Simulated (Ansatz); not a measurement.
Breaking the Bi1–H2 bond in BiBrH2 (SMILES [Br][BiH2]) (multiplicity 1 held, fragments rigid). Energies count from the point at 1.801 Å.
Geometry at that point (charge 0, multiplicity 1):
| atom | x (Å) | y (Å) | z (Å) |
|---|---|---|---|
| Bi | -0.4338 | -0.4863 | 0.4045 |
| H | -1.8986 | -0.1566 | -0.5903 |
| H | -0.0349 | -1.8803 | -0.6640 |
| Br | 1.0839 | 1.2114 | -0.9234 |

Signs of static correlation in def2-TZVPP, with CASSCF(2,2), from Ansatz (an electronic-structure program) runs.

```tsv
R (Å)	T1 of restricted CCSD	⟨S²⟩ of UHF	largest double amplitude of restricted CCSD	weight of the CASSCF reference in MRCISD	CASSCF natural occupations
1.441	0.012	0.000	0.034	0.891	1.98 0.02
1.621	0.012	0.000	0.035	0.890	1.97 0.03
1.801	0.012	0.000	0.042	0.890	1.96 0.04
1.981	0.013	0.000	0.046	0.890	1.94 0.06
2.161	0.015	0.000	0.084	0.890	1.91 0.09
2.432	0.019	0.482	0.168	0.889	1.85 0.15
2.702	0.025	0.752	0.259	0.889	1.76 0.24
3.152	___	0.931	0.424	0.890	1.55 0.45
3.602	___	0.987	0.598	0.890	1.34 0.66
4.143	0.075	1.007	0.770	0.890	1.18 0.82
4.863	0.082	1.012	0.899	0.890	1.07 0.93
5.764	0.081	1.013	0.957	0.890	1.02 0.98
```

Task: Some entries are withheld; supply them.

Result: 
- 3.152, T1 of restricted CCSD: 0.042
- 3.602, T1 of restricted CCSD: 0.060

Doubts at one or more of the structures used: a restricted determinant that unrestricted orbitals would lower (R-CCSD(T)/def2-TZVPP); other coupled-cluster roots lie near (R-CCSD(T)/def2-TZVPP); T1 above 0.05 (R-CCSD(T)/def2-TZVPP, U-CCSD(T)/def2-TZVPP); a spin-contaminated determinant (U-CCSD(T)/def2-TZVPP).
